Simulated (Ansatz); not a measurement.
Program: Ansatz. Geometries: PBE0-D4/def2-TZVP. ΔE: electronic, gas phase. CBS: MP2 limit from def2 TZ/QZ plus the TZ coupled-cluster correction, frozen cores. This one scheme is used for every species. DFT in def2-TZVPP. Elements past krypton have def2 core potentials. For Te outer-core shells are correlated without core-valence functions, which leaves a few kJ/mol of doubt a bond. One conformer a species, not always the lowest.

Consider the formal exchange of groups at a Te–C bond: `SC[TeH]` + `NBO` → `NB(O)[TeH]` + CH₃SH.

| level | ΔE (kJ/mol) |
| --- | --- |
| ωB97X-V | -69.6 |
| ωB97M-V | -68.9 |
| PBE-QIDH | -73.0 |
| HF/def2-QZVPP | -73.3 |

Q: What does CCSD(T)/CBS give? (Best estimate.)

A: Computed: -66.5 kJ/mol. The listed levels differ from it by -3.1, -2.4, -6.5, -6.8 kJ/mol.

Q: What do rigid-rotor, harmonic-oscillator terms from PBE0-D4/def2-TZVP frequencies (298.15 K, 1 bar) make of the CCSD(T)/CBS value? (Estimate.)

A: Computed: ΔZPE = +1.9 kJ/mol, ΔH = -63.5 kJ/mol, ΔS = 2 J/(mol·K), ΔG = -64.3 kJ/mol.

Largest T1 diagnostic among the species: 0.012.

From r2SCAN to r2SCAN0 (25 % exact exchange), in def2-TZVPP and without D4, ΔE moves by −3.1 kJ/mol. Leaving LDA and LC-ωPBE aside and taking each functional with its dispersion term where it has one, the values, not all of them listed here, spread over 13.8 kJ/mol, from r2SCAN0-D4 to BLYP-D4.
